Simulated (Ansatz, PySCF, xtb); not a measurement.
Energy difference 2 R1 → P1, each structure at its B3LYP-D3(BJ)/def2-TZVP stationary point, reached from a drawn start (curvature not checked).
R1: As2 (SMILES [As]#[As]), charge 0, multiplicity 1.
P1, As4 (SMILES [As]12[As]3[As]1[As]23) (charge 0, multiplicity 1):
```xyz
4

As     0.867     0.867     0.867
As     0.867    -0.867    -0.867
As    -0.867     0.867    -0.867
As    -0.867    -0.867     0.867
```

```json
[
 {"level": "GFN1-xTB", "reaction energy (kcal/mol)": "-70.67", "minus CCSD(T)/CBS(cc-pVTZ, cc-pVQZ)": "-12.00"},
 {"level": "HF/cc-pVDZ", "reaction energy (kcal/mol)": "-42.58", "minus CCSD(T)/CBS(cc-pVTZ, cc-pVQZ)": "16.09"},
 {"level": "HF/cc-pVTZ", "reaction energy (kcal/mol)": "-45.82", "minus CCSD(T)/CBS(cc-pVTZ, cc-pVQZ)": "12.86"},
 {"level": "HF/cc-pVQZ", "reaction energy (kcal/mol)": "-45.49", "minus CCSD(T)/CBS(cc-pVTZ, cc-pVQZ)": "13.18"},
 {"level": "PBE/def2-TZVPP", "reaction energy (kcal/mol)": "-65.34", "minus CCSD(T)/CBS(cc-pVTZ, cc-pVQZ)": "-6.67"},
 {"level": "PBE-D3(BJ)/def2-TZVPP", "reaction energy (kcal/mol)": "-68.53", "minus CCSD(T)/CBS(cc-pVTZ, cc-pVQZ)": "-9.85"},
 {"level": "PBE-D4/def2-TZVPP", "reaction energy (kcal/mol)": "-69.11", "minus CCSD(T)/CBS(cc-pVTZ, cc-pVQZ)": "-10.43"},
 {"level": "BLYP/def2-TZVPP", "reaction energy (kcal/mol)": "-45.29", "minus CCSD(T)/CBS(cc-pVTZ, cc-pVQZ)": "13.38"},
 {"level": "BLYP-D3(BJ)/def2-TZVPP", "reaction energy (kcal/mol)": "-53.56", "minus CCSD(T)/CBS(cc-pVTZ, cc-pVQZ)": "5.11"},
 {"level": "revPBE/def2-TZVPP", "reaction energy (kcal/mol)": "-59.83", "minus CCSD(T)/CBS(cc-pVTZ, cc-pVQZ)": "-1.16"},
 {"level": "revPBE-D3(BJ)/def2-TZVPP", "reaction energy (kcal/mol)": "-66.69", "minus CCSD(T)/CBS(cc-pVTZ, cc-pVQZ)": "-8.02"},
 {"level": "revPBE-D4/def2-TZVPP", "reaction energy (kcal/mol)": "-67.67", "minus CCSD(T)/CBS(cc-pVTZ, cc-pVQZ)": "-9.00"},
 {"level": "r2SCAN-D3(BJ)/def2-TZVPP", "reaction energy (kcal/mol)": "-67.77", "minus CCSD(T)/CBS(cc-pVTZ, cc-pVQZ)": "-9.10"},
 {"level": "r2SCAN-D4/def2-TZVPP", "reaction energy (kcal/mol)": "-67.64", "minus CCSD(T)/CBS(cc-pVTZ, cc-pVQZ)": "-8.96"},
 {"level": "B97M-V/def2-TZVPP", "reaction energy (kcal/mol)": "-66.20", "minus CCSD(T)/CBS(cc-pVTZ, cc-pVQZ)": "-7.53"},
 {"level": "B3LYP/def2-TZVPP", "reaction energy (kcal/mol)": "-51.03", "minus CCSD(T)/CBS(cc-pVTZ, cc-pVQZ)": "7.65"},
 {"level": "B3LYP-D3(BJ)/def2-TZVPP", "reaction energy (kcal/mol)": "-58.20", "minus CCSD(T)/CBS(cc-pVTZ, cc-pVQZ)": "0.47"},
 {"level": "B3LYP-D4/def2-TZVPP", "reaction energy (kcal/mol)": "-57.40", "minus CCSD(T)/CBS(cc-pVTZ, cc-pVQZ)": "1.27"},
 {"level": "PBE0/def2-TZVPP", "reaction energy (kcal/mol)": "-69.48", "minus CCSD(T)/CBS(cc-pVTZ, cc-pVQZ)": "-10.80"},
 {"level": "PBE0-D3(BJ)/def2-TZVPP", "reaction energy (kcal/mol)": "-72.63", "minus CCSD(T)/CBS(cc-pVTZ, cc-pVQZ)": "-13.95"},
 {"level": "PBE0-D4/def2-TZVPP", "reaction energy (kcal/mol)": "-72.65", "minus CCSD(T)/CBS(cc-pVTZ, cc-pVQZ)": "-13.98"},
 {"level": "BHLYP/def2-TZVPP", "reaction energy (kcal/mol)": "-54.69", "minus CCSD(T)/CBS(cc-pVTZ, cc-pVQZ)": "3.99"},
 {"level": "BHLYP-D3(BJ)/def2-TZVPP", "reaction energy (kcal/mol)": "-62.08", "minus CCSD(T)/CBS(cc-pVTZ, cc-pVQZ)": "-3.41"},
 {"level": "M06-2X/def2-TZVPP", "reaction energy (kcal/mol)": "-72.76", "minus CCSD(T)/CBS(cc-pVTZ, cc-pVQZ)": "-14.09"},
 {"level": "CAM-B3LYP/def2-TZVPP", "reaction energy (kcal/mol)": "-54.23", "minus CCSD(T)/CBS(cc-pVTZ, cc-pVQZ)": "4.45"},
 {"level": "CAM-B3LYP-D4/def2-TZVPP", "reaction energy (kcal/mol)": "-57.61", "minus CCSD(T)/CBS(cc-pVTZ, cc-pVQZ)": "1.07"},
 {"level": "wB97X-V/def2-TZVPP", "reaction energy (kcal/mol)": "-66.61", "minus CCSD(T)/CBS(cc-pVTZ, cc-pVQZ)": "-7.93"},
 {"level": "wB97M-V/def2-TZVPP", "reaction energy (kcal/mol)": "-63.76", "minus CCSD(T)/CBS(cc-pVTZ, cc-pVQZ)": "-5.09"},
 {"level": "B2PLYP/def2-TZVPP", "reaction energy (kcal/mol)": "-52.92", "minus CCSD(T)/CBS(cc-pVTZ, cc-pVQZ)": "5.75"},
 {"level": "B2PLYP-D3(BJ)/def2-TZVPP", "reaction energy (kcal/mol)": "-57.19", "minus CCSD(T)/CBS(cc-pVTZ, cc-pVQZ)": "1.49"},
 {"level": "B2PLYP-D4/def2-TZVPP", "reaction energy (kcal/mol)": "-55.43", "minus CCSD(T)/CBS(cc-pVTZ, cc-pVQZ)": "3.25"},
 {"level": "MP2/cc-pVDZ", "reaction energy (kcal/mol)": "-44.66", "minus CCSD(T)/CBS(cc-pVTZ, cc-pVQZ)": "14.01"},
 {"level": "MP2/cc-pVQZ", "reaction energy (kcal/mol)": "-63.51", "minus CCSD(T)/CBS(cc-pVTZ, cc-pVQZ)": "-4.83"},
 {"level": "MP2/CBS(cc-pVTZ, cc-pVQZ)", "reaction energy (kcal/mol)": "-66.03", "minus CCSD(T)/CBS(cc-pVTZ, cc-pVQZ)": "-7.35"},
 {"level": "SCS-MP2/cc-pVQZ", "reaction energy (kcal/mol)": "-55.96", "minus CCSD(T)/CBS(cc-pVTZ, cc-pVQZ)": "2.72"},
 {"level": "CCSD/cc-pVDZ", "reaction energy (kcal/mol)": "-38.04", "minus CCSD(T)/CBS(cc-pVTZ, cc-pVQZ)": "20.63"},
 {"level": "CCSD/cc-pVQZ", "reaction energy (kcal/mol)": "-53.53", "minus CCSD(T)/CBS(cc-pVTZ, cc-pVQZ)": "5.15"},
 {"level": "CCSD(T)/cc-pVTZ", "reaction energy (kcal/mol)": "-52.19", "minus CCSD(T)/CBS(cc-pVTZ, cc-pVQZ)": "6.49"},
 {"level": "CCSD(T)/cc-pVQZ", "reaction energy (kcal/mol)": "-55.80", "minus CCSD(T)/CBS(cc-pVTZ, cc-pVQZ)": "2.87"},
 {"level": "CCSD(T)/CBS(cc-pVTZ, cc-pVQZ)", "reaction energy (kcal/mol)": "-58.67", "minus CCSD(T)/CBS(cc-pVTZ, cc-pVQZ)": "0.00"}
]
```

 The comparison column counts from a level with limits of its own.

P less R. No zero-point or thermal terms; no spin–orbit coupling.

Frozen-core correlation throughout. In cc and def2 sets filled d and f shells under p-block atoms count as core. CBS: X⁻³ extrapolation of the correlation energy, Hartree–Fock from the larger set.

Codes used: Ansatz (Gaussian basis) for Hartree–Fock, density functionals and correlated methods; PySCF for M06-2X and the D3/D4 terms; xtb for the GFN methods. All values are computed, each at the level named.

Ansatz is a program for electronic structure.
